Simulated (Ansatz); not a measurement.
Ansatz (a first-principles code) input for Zr(Me)2(H)2 (C₂H₈Zr), SMILES [CH3][ZrH2][CH3], multiplicity 1, B3LYP-D3(BJ)/def2-SVP. 

Ansatz 0.2 input:
```yaml
crystal:
  periodic: [false, false, false]
  atoms:
    - {symbol: Zr, position_ang: [-0.34003389, -0.21078728, 0.18133018]}
    - {symbol: C, position_ang: [-0.13154681, 0.82003174, -1.82167200]}
    - {symbol: H, position_ang: [0.62047924, 0.34322860, -2.47271673]}
    - {symbol: H, position_ang: [0.13068549, 1.88762758, -1.72922048]}
    - {symbol: H, position_ang: [-1.11347556, 0.75589227, -2.33546723]}
    - {symbol: C, position_ang: [1.74758165, 0.18143601, 0.95958065]}
    - {symbol: H, position_ang: [1.97002780, 1.25620502, 1.06854421]}
    - {symbol: H, position_ang: [2.53279432, -0.26260915, 0.32485350]}
    - {symbol: H, position_ang: [1.82186589, -0.28350139, 1.96511113]}
    - {symbol: H, position_ang: [-1.53864474, 0.76150606, 1.21558411]}
    - {symbol: H, position_ang: [-0.51858591, -2.03566440, -0.11734772]}
basis:
  gaussian:
    orbitals: def2-SVP
hamiltonian:
  xc: b3lyp
  dispersion: d3bj
relax: {f_tol: 0.002, max_steps: 200}
```

Output:

```
WARN ansatz: RAYON_NUM_THREADS=1 ignored (pool sized by the plan → 1); use --threads N
Functional definition: B3LYP
integrals: 0.06 GiB planned
1123 factors; integrals over basis functions are off by at most 3.7e-4 eV
mean field: 0.36 GiB planned
mean field evaluation 1: about -3469.6196 eV, gradient 7.1e1 eV
mean field evaluation 2: about -3430.8491 eV, gradient 1.3e2 eV
mean field evaluation 4: about -3482.1988 eV, gradient 7.3e0 eV
mean field evaluation 8: about -3482.3771 eV, gradient 3.9e-1 eV
mean field evaluation 16: about -3482.3776 eV, gradient 6.7e-5 eV
mean field -3482.37760184 eV, -127.9750164274 hartree, gradient 6.7e-5 eV, S^2 0.000000; 0 other end points of the search recorded, 0 dependent functions left out
the calculation of the forces begins
reference -3482.37793653 eV, -127.9750287269 hartree; 16, 16 occupied and 83, 83 virtual orbitals, 1123 factors
relax step   1: F+E_penalty+E_count = -3482.72533338 eV  Δ(F+E_penalty+E_count) = +0.000e0 eV  max|allowed force component| = 1.422e0 eV/Å  Δτ_max = 0.0000 Å  (27 SCF iters, accepted)
these checks for a lower state are left out or cut short: starts, cluster_reference, orbital_swaps, neighbouring_geometries, increment
integrals: 0.06 GiB planned
1123 factors; integrals over basis functions are off by at most 3.7e-4 eV
mean field: 0.36 GiB planned
[...]
these checks for a lower state are left out or cut short: starts, cluster_reference, orbital_swaps, neighbouring_geometries, increment
integrals: 0.06 GiB planned
1123 factors; integrals over basis functions are off by at most 4.5e-4 eV
mean field: 0.36 GiB planned
mean field -3482.52431620 eV, -127.9804080806 hartree, gradient 4.9e-5 eV, S^2 0.000000; 0 other end points of the search recorded, 0 dependent functions left out
the calculation of the forces begins
reference -3482.52465214 eV, -127.9804204261 hartree; 16, 16 occupied and 83, 83 virtual orbitals, 1123 factors
relax step  17: F+E_penalty+E_count = -3482.87109954 eV  Δ(F+E_penalty+E_count) = -6.765e-3 eV  max|allowed force component| = 1.774e-1 eV/Å  Δτ_max = 0.0968 Å  (25 SCF iters, accepted)
these checks for a lower state are left out or cut short: starts, cluster_reference, orbital_swaps, neighbouring_geometries, increment
integrals: 0.06 GiB planned
1123 factors; integrals over basis functions are off by at most 4.6e-4 eV
mean field: 0.36 GiB planned
mean field -3482.52975981 eV, -127.9806081297 hartree, gradient 5.8e-5 eV, S^2 0.000000; 0 other end points of the search recorded, 0 dependent functions left out
the calculation of the forces begins
reference -3482.53009526 eV, -127.9806204569 hartree; 16, 16 occupied and 83, 83 virtual orbitals, 1123 factors
relax step  18: F+E_penalty+E_count = -3482.87651064 eV  Δ(F+E_penalty+E_count) = -5.411e-3 eV  max|allowed force component| = 1.550e-1 eV/Å  Δτ_max = 0.1077 Å  (24 SCF iters, accepted)
these checks for a lower state are left out or cut short: starts, cluster_reference, orbital_swaps, neighbouring_geometries, increment
integrals: 0.06 GiB planned
1123 factors; integrals over basis functions are off by at most 4.6e-4 eV
mean field: 0.36 GiB planned
mean field -3482.53303261 eV, -127.9807284029 hartree, gradient 1.7e-5 eV, S^2 0.000000; 0 other end points of the search recorded, 0 dependent functions left out
the calculation of the forces begins
reference -3482.53336783 eV, -127.9807407219 hartree; 16, 16 occupied and 83, 83 virtual orbitals, 1123 factors
relax step  19: F+E_penalty+E_count = -3482.87958230 eV  Δ(F+E_penalty+E_count) = -3.072e-3 eV  max|allowed force component| = 2.097e-1 eV/Å  Δτ_max = 0.1229 Å  (28 SCF iters, accepted)
these checks for a lower state are left out or cut short: starts, cluster_reference, orbital_swaps, neighbouring_geometries, increment
integrals: 0.06 GiB planned
1123 factors; integrals over basis functions are off by at most 4.6e-4 eV
mean field: 0.36 GiB planned
mean field -3482.53808738 eV, -127.9809141619 hartree, gradient 2.0e-5 eV, S^2 0.000000; 0 other end points of the search recorded, 0 dependent functions left out
the calculation of the forces begins
reference -3482.53842176 eV, -127.9809264504 hartree; 16, 16 occupied and 83, 83 virtual orbitals, 1123 factors
relax step  20: F+E_penalty+E_count = -3482.88468793 eV  Δ(F+E_penalty+E_count) = -5.106e-3 eV  max|allowed force component| = 1.137e-1 eV/Å  Δτ_max = 0.0680 Å  (26 SCF iters, accepted)
these checks for a lower state are left out or cut short: starts, cluster_reference, orbital_swaps, neighbouring_geometries, increment
integrals: 0.06 GiB planned
1123 factors; integrals over basis functions are off by at most 4.5e-4 eV
mean field: 0.36 GiB planned
mean field -3482.54037819 eV, -127.9809983479 hartree, gradient 2.2e-5 eV, S^2 0.000000; 0 other end points of the search recorded, 0 dependent functions left out
the calculation of the forces begins
reference -3482.54071248 eV, -127.9810106329 hartree; 16, 16 occupied and 83, 83 virtual orbitals, 1123 factors
relax step  21: F+E_penalty+E_count = -3482.88698397 eV  Δ(F+E_penalty+E_count) = -2.296e-3 eV  max|allowed force component| = 6.263e-3 eV/Å  Δτ_max = 0.0555 Å  (26 SCF iters, accepted)
these checks for a lower state are left out or cut short: starts, cluster_reference, orbital_swaps, neighbouring_geometries, increment
integrals: 0.06 GiB planned
1123 factors; integrals over basis functions are off by at most 4.6e-4 eV
mean field: 0.36 GiB planned
mean field evaluation 128: about -3482.5414 eV, gradient 3.7e-2 eV
mean field -3482.54139715 eV, -127.9810357938 hartree, gradient 2.4e-5 eV, S^2 0.000000; 0 other end points of the search recorded, 0 dependent functions left out
the calculation of the forces begins
reference -3482.54173167 eV, -127.9810480873 hartree; 16, 16 occupied and 83, 83 virtual orbitals, 1123 factors
relax step  22: F+E_penalty+E_count = -3482.88786419 eV  Δ(F+E_penalty+E_count) = -8.802e-4 eV  max|allowed force component| = 4.279e-2 eV/Å  Δτ_max = 0.0684 Å  (26 SCF iters, accepted)
these checks for a lower state are left out or cut short: starts, cluster_reference, orbital_swaps, neighbouring_geometries, increment
integrals: 0.06 GiB planned
1123 factors; integrals over basis functions are off by at most 4.9e-4 eV
mean field: 0.36 GiB planned
mean field -3482.54181448 eV, -127.9810511305 hartree, gradient 3.0e-5 eV, S^2 0.000000; 0 other end points of the search recorded, 0 dependent functions left out
the calculation of the forces begins
reference -3482.54214911 eV, -127.9810634280 hartree; 16, 16 occupied and 83, 83 virtual orbitals, 1123 factors
relax step  23: F+E_penalty+E_count = -3482.88820178 eV  Δ(F+E_penalty+E_count) = -3.376e-4 eV  max|allowed force component| = 5.273e-2 eV/Å  Δτ_max = 0.0520 Å  (25 SCF iters, accepted)
these checks for a lower state are left out or cut short: starts, cluster_reference, orbital_swaps, neighbouring_geometries, increment
integrals: 0.06 GiB planned
1123 factors; integrals over basis functions are off by at most 4.9e-4 eV
mean field: 0.36 GiB planned
mean field -3482.54201983 eV, -127.9810586770 hartree, gradient 1.5e-5 eV, S^2 0.000000; 0 other end points of the search recorded, 0 dependent functions left out
the calculation of the forces begins
reference -3482.54235438 eV, -127.9810709716 hartree; 16, 16 occupied and 83, 83 virtual orbitals, 1123 factors
relax step  24: F+E_penalty+E_count = -3482.88841420 eV  Δ(F+E_penalty+E_count) = -2.124e-4 eV  max|allowed force component| = 1.652e-2 eV/Å  Δτ_max = 0.0103 Å  (24 SCF iters, accepted)
these checks for a lower state are left out or cut short: starts, cluster_reference, orbital_swaps, neighbouring_geometries, increment
integrals: 0.06 GiB planned
1123 factors; integrals over basis functions are off by at most 5.0e-4 eV
mean field: 0.36 GiB planned
mean field -3482.54203674 eV, -127.9810592985 hartree, gradient 1.6e-5 eV, S^2 0.000000; 0 other end points of the search recorded, 0 dependent functions left out
the calculation of the forces begins
reference -3482.54237126 eV, -127.9810715916 hartree; 16, 16 occupied and 83, 83 virtual orbitals, 1123 factors
relax step  25: F+E_penalty+E_count = -3482.88845100 eV  Δ(F+E_penalty+E_count) = -3.680e-5 eV  max|allowed force component| = 6.414e-4 eV/Å  Δτ_max = 0.0063 Å  (23 SCF iters, accepted)
these checks for a lower state are left out or cut short: starts, cluster_reference, orbital_swaps, neighbouring_geometries, increment
integrals: 0.06 GiB planned
1123 factors; integrals over basis functions are off by at most 5.0e-4 eV
mean field: 0.36 GiB planned
mean field -3482.54204026 eV, -127.9810594278 hartree, gradient 2.6e-5 eV, S^2 0.000000; 0 other end points of the search recorded, 0 dependent functions left out
the calculation of the forces begins
reference -3482.54237480 eV, -127.9810717218 hartree; 16, 16 occupied and 83, 83 virtual orbitals, 1123 factors
relax step  26: F+E_penalty+E_count = -3482.88846420 eV  Δ(F+E_penalty+E_count) = -1.320e-5 eV  max|allowed force component| = 4.076e-3 eV/Å  Δτ_max = 0.0101 Å  (22 SCF iters, accepted)
these checks for a lower state are left out or cut short: starts, cluster_reference, orbital_swaps, neighbouring_geometries, increment
integrals: 0.06 GiB planned
1123 factors; integrals over basis functions are off by at most 5.1e-4 eV
mean field: 0.36 GiB planned
mean field -3482.54200127 eV, -127.9810579948 hartree, gradient 1.4e-5 eV, S^2 0.000000; 0 other end points of the search recorded, 0 dependent functions left out
the calculation of the forces begins
reference -3482.54233582 eV, -127.9810702894 hartree; 16, 16 occupied and 83, 83 virtual orbitals, 1123 factors
relax step  27: F+E_penalty+E_count = -3482.88845334 eV  Δ(F+E_penalty+E_count) = +1.086e-5 eV  max|allowed force component| = 1.082e-2 eV/Å  Δτ_max = 0.0116 Å  (24 SCF iters, rejected (line search))
these checks for a lower state are left out or cut short: starts, cluster_reference, orbital_swaps, neighbouring_geometries, increment
integrals: 0.06 GiB planned
1123 factors; integrals over basis functions are off by at most 5.1e-4 eV
mean field: 0.36 GiB planned
mean field evaluation 160: about -3482.5434 eV, gradient 1.9e-1 eV
mean field -3482.54203620 eV, -127.9810592786 hartree, gradient 9.1e-6 eV, S^2 0.000000; 0 other end points of the search recorded, 0 dependent functions left out
the calculation of the forces begins
reference -3482.54237075 eV, -127.9810715730 hartree; 16, 16 occupied and 83, 83 virtual orbitals, 1123 factors
relax step  28: F+E_penalty+E_count = -3482.88846757 eV  Δ(F+E_penalty+E_count) = -3.377e-6 eV  max|allowed force component| = 4.469e-4 eV/Å  Δτ_max = 0.0054 Å  (23 SCF iters, accepted)
integrals: 0.06 GiB planned
1123 factors; integrals over basis functions are off by at most 5.1e-4 eV
mean field: 0.36 GiB planned
mean field -3482.54203620 eV, -127.9810592786 hartree, gradient 9.1e-6 eV, S^2 0.000000; 1 other end points of the search recorded, 0 dependent functions left out
the calculation of the forces begins
reference -3482.54237075 eV, -127.9810715730 hartree; 16, 16 occupied and 83, 83 virtual orbitals, 1123 factors
Total energy: -3482.88880212 eV, -127.9938026912 hartree
Atom 0 at    -0.178095    -0.104674     0.094240 Å, force     0.000141     0.000292     0.000273 eV/Å
Atom 1 at    -0.133996     0.696795    -1.951977 Å, force     0.000097    -0.000159    -0.000189 eV/Å
Atom 2 at    -0.318663    -0.133077    -2.663460 Å, force    -0.000099     0.000093     0.000005 eV/Å
Atom 3 at     0.812260     1.191775    -2.235307 Å, force    -0.000148    -0.000107     0.000181 eV/Å
Atom 4 at    -0.957368     1.430461    -2.064977 Å, force    -0.000081     0.000034     0.000000 eV/Å
Atom 5 at     1.736557     0.291357     1.098531 Å, force     0.000340    -0.000001     0.000168 eV/Å
Atom 6 at     1.542830     0.889145     2.011840 Å, force     0.000039    -0.000311    -0.000416 eV/Å
Atom 7 at     2.479653     0.829856     0.483277 Å, force    -0.000447    -0.000272     0.000278 eV/Å
Atom 8 at     2.180232    -0.674755     1.412853 Å, force    -0.000121     0.000343    -0.000016 eV/Å
Atom 9 at    -1.541761     0.748911     1.044000 Å, force     0.000110     0.000004    -0.000198 eV/Å
Atom 10 at    -0.440501    -1.952428     0.009559 Å, force     0.000171     0.000085    -0.000085 eV/Å
Dipole moment:     0.214369     0.131039    -0.114078 e Å
```

The run converged.
